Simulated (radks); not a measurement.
Initial-state core-level shifts of neutral osmium when its valence configuration changes from [Xe] 4f14 5d6 6s2. Calculated with a radial shooting solver on a logarithmic mesh with Libxc functionals: scalar-relativistic Kohn-Sham, r2SCAN, spin-polarised, spherical densities, finite nucleus; open shells are filled with parallel spins first (spin-orbit coupling, left out, can overturn this in heavy ions); meta-GGA in the generalised Kohn-Sham scheme; Fermi nuclear charge, rms radius 5.4126 fm. Shifts are changes of the shell-averaged eigenvalues in eV (positive: less bound); the change of the density at the nucleus, which sets a Mossbauer isomer shift, is in e/bohr^3, on a base of 1.788e+06.

| valence | 1s | 2s | 3s | 3d | density at nucleus |
|---|---|---|---|---|---|
| 4f13 5d7 6s2 | -10.918 | -11.923 | -13.506 | -13.378 | +112.5 |
| 4f13 5d6 6s2 6p1 | -15.583 | -16.691 | -18.252 | -18.133 | +150.6 |
| 4f13 5d7 6s1.5 6p0.5 | -11.767 | -12.761 | -14.347 | -14.218 | +68.9 |
| 4f14 5d8 | +4.395 | +4.590 | +4.569 | +4.581 | -211.6 |
| 4f13.5 5d6.5 6s2 | -5.409 | -5.902 | -6.679 | -6.616 | +55.9 |
| 4f14 5d6.5 6s1.5 | +1.255 | +1.305 | +1.298 | +1.301 | -52.0 |
| 4f14 5d5 6s2 6p1 | -4.343 | -4.444 | -4.423 | -4.431 | +33.8 |
| 4f14 5d6 6s1 6p1 | -1.421 | -1.406 | -1.412 | -1.411 | -83.1 |
| 4f14 5d6 6p2 | -3.052 | -2.999 | -3.014 | -3.012 | -200.0 |
